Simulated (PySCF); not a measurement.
dimethyl telluride (C2H6Te), SMILES C[Te]C. Geometry: PBE-D3(BJ)/def2-SVP. The def2 effective core potentials stand for the cores of Te; spin–orbit coupling is left out.

Give the equilibrium geometry at PBE-D3(BJ)/def2-SVP (PySCF confirms it by a frequency run) as a Z-matrix, and its point group. (The exact figures need the calculation; the answer reports its results.)

point group C2v.
```
Te
C 1 2.1753
H 2 1.1055 1 109.80
H 2 1.1055 3 110.76 1 121.43
H 2 1.1062 3 109.57 4 121.00
C 1 2.1753 2 93.74 3 61.00
H 6 1.1055 1 109.80 2 -61.00
H 6 1.1055 7 110.76 1 -121.43
H 6 1.1062 7 109.57 8 -121.00
```
Charge 0, spin multiplicity 1.
